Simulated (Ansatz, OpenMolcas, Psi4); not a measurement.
Errors in the atomisation enthalpy at 298 K

10 molecules holding an element past argon; the atomisation enthalpy at 298 K in kJ/mol, computed less measured. Shapes, held fixed at every level: PBE0-D4/def2-TZVP. Flexible molecules stand in one conformer, not always the lowest. Thermal terms are harmonic and unscaled (B3LYP/6-31G*, PBE0-D4/def2-TZVP); the spin-orbit lowering of the free atoms is taken from their spectra. Programs: Ansatz 0.2.0, OpenMolcas 26.06, Psi4 1.11. A level may come from different programs for different species; with the same settings they agree closely. Measured values: Active Thermochemical Tables, CRC Handbook of Chemistry and Physics, NIST-JANAF tables.

Levels: A = HF/3-21G; B = PBE-D4/def2-TZVPP; C = B3LYP/6-31G* (Cartesian functions); D = CCSD(T)/def2-TZVPP.

```json
{"molecule": "HBr (hydrogen bromide)", "from tabulated heats": "366", "A": "-172", "B": "-3", "C": "-21", "D": "-6"}
{"molecule": "H2Se (hydrogen selenide)", "from tabulated heats": "633", "A": "-284", "B": "+12", "C": "-5", "D": "+3"}
{"molecule": "AsF3 (arsenic trifluoride)", "from tabulated heats": "1326", "A": "-660", "B": "+91", "C": "-19", "D": "-42"}
{"molecule": "AsH3 (SMILES [AsH3])", "from tabulated heats": "890", "A": "-397", "B": "-16", "C": "-15", "D": "-29"}
{"molecule": "BBr2F (dibromofluoroborane)", "from tabulated heats": "1388", "A": "-495", "B": "+55", "C": "-28", "D": "-46"}
{"molecule": "BBrCl2 (bromodichloroborane)", "from tabulated heats": "1262", "A": "-507", "B": "+63", "C": "-46", "D": "-43"}
{"molecule": "CH2BrF (bromofluoromethane)", "from tabulated heats": "1556", "A": "-608", "B": "+54", "C": "-19", "D": "-46"}
{"molecule": "CHBrF2 (bromodifluoromethane)", "from tabulated heats": "1630", "A": "-734", "B": "+90", "C": "-13", "D": "-52"}
{"molecule": "C2H3Br (vinyl bromide)", "from tabulated heats": "2126", "A": "-692", "B": "+63", "C": "-29", "D": "-57"}
{"molecule": "C3H7Br (1-bromopropane)", "from tabulated heats": "3875", "A": "-1115", "B": "+64", "C": "-32", "D": "-90"}
```

(1) Which level does best on this set, which worst, and which err to one side?

Results:

(1) 
| level | kind | mean error | mean absolute error | worst case |
| --- | --- | --- | --- | --- |
| HF/3-21G | Hartree–Fock | -566.4 | 566.4 | C3H7Br |
| PBE-D4/def2-TZVPP | GGA | +47.3 | 51.1 | AsF3 |
| B3LYP/6-31G* (Cartesian functions) | global hybrid | -22.7 | 22.7 | BBrCl2 |
| CCSD(T)/def2-TZVPP | coupled cluster or CI | -40.8 | 41.4 | C3H7Br |

On this set B3LYP/6-31G* (Cartesian functions) has the smallest mean absolute error and HF/3-21G the largest. HF/3-21G is too low in 10 of 10; PBE-D4/def2-TZVPP is too high in 8 of 10; B3LYP/6-31G* (Cartesian functions) is too low in 10 of 10; CCSD(T)/def2-TZVPP is too low in 9 of 10. The heats of H2Se, C3H7Br come from older tables and can be uncertain by 10 kJ/mol or more. The molecules' own spin-orbit binding is left out, so errors for heavy halides read too negative. The tabulated values of AsF3, BBr2F, BBrCl2 are in doubt (older tables, estimates, or at odds with other calculations) and kept here. Over the 7 molecules whose values aren't doubted the mean absolute errors are A 571.7; B 43.1; C 19.1; D 40.4. A functional in a double-zeta set wins here by errors that cancel. For HF/3-21G and CCSD(T)/def2-TZVPP the error grows with the size of the molecule. Hartree–Fock lacks correlation and underbinds. Rows in very small basis sets show the basis more than the method. Correlated wave functions converge slowly with the basis. Relativity is left out for As, Br, Se. Outer-core shells of As, Br, Se are correlated, in sets that cover them unevenly. The set is small.
